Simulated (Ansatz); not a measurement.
Input for Ansatz (a first-principles code): R-HF/def2-TZVPP on GeH2 (SMILES [GeH2]), atoms moved off the minimum.

Ansatz 0.2 input:
```yaml
crystal:
  periodic: [false, false, false]
  atoms:
    - {symbol: Ge, position_ang: [0.02631210, -0.01239880, 0.06709560]}
    - {symbol: H, position_ang: [-0.12369670, -1.12090044, -1.06973423]}
    - {symbol: H, position_ang: [-0.08829928, 1.15130942, -1.06488684]}
basis:
  gaussian:
    orbitals: def2-TZVPP
hamiltonian:
  xc: {name: HF}
scf: {lower_state_search: off}
output: {forces: true}
```

The head of its log:

```
WARN ansatz: RAYON_NUM_THREADS=1 ignored (pool sized by the plan → 1); use --threads N
Functional definition: HF
these checks for a lower state are left out or cut short: stability, starts, cluster_reference, orbital_swaps, neighbouring_geometries, increment
integrals: 0.01 GiB planned
583 factors; their error is unknown
mean field: 0.11 GiB planned
mean field evaluation 1: about -56502.3053 eV, gradient 8.0e0 eV
mean field evaluation 2: about -56502.6062 eV, gradient 3.0e0 eV
```

Problem. What total energy does the run end on?

Solution. -2076.4757 hartree.
